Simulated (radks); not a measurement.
Pt V, 74 electrons, occupied as [Xe] 4f14 5d6.

Method: Dirac Kohn-Sham, BLYP, spin-unpolarised, spherical densities, finite nucleus; open shells fill j = l - 1/2 first; Fermi nuclear charge, rms radius 5.427 fm; computed with a radial shooting solver on a logarithmic mesh with Libxc functionals.

Energy parts (eV):
part                       energy
total                  -501780.00
kinetic                 573782.38
electron-nucleus      -1257616.53
Hartree                 191755.19
exchange-correlation     -9701.05

Orbitals (lengths in bohr, moments of r in powers of bohr; r(90%) holds 90 % of the orbital's charge):
orbital  occ.  eigenvalue (eV)  r(90%)
1s1/2       2        -78330.85  0.0313
2s1/2       2        -13793.24   0.112
2p1/2       2        -13226.63  0.0984
2p3/2       4        -11497.28   0.110
3s1/2       2        -3278.404   0.275
3p1/2       2        -3023.090   0.266
3p3/2       4        -2642.953   0.288
3d3/2       4        -2216.151   0.261
3d5/2       6        -2134.200   0.267
4s1/2       2        -744.0574   0.596
4p1/2       2        -635.5760   0.607
4p3/2       4        -544.9941   0.656
4d3/2       4        -366.9288   0.690
4d5/2       6        -350.0825   0.706
5s1/2       2        -151.6964    1.35
4f5/2       6        -122.5647   0.826
4f7/2       8        -119.1035   0.837
5p1/2       2        -116.7012    1.48
5p3/2       4        -101.2336    1.61
5d3/2       4         -53.3845    2.12
5d5/2       2         -51.6132    2.18
6s1/2       0         -43.4854    3.16
6p1/2       0         -34.8858    3.58
6p3/2       0         -32.4096    3.81

The highest occupied level is 5d5/2 at -51.613 eV. Summed over all electrons, <r^2> = 33.51 bohr^2, which gives a Langevin (diamagnetic) susceptibility term of -26.5 x 10^-6 cm^3/mol.
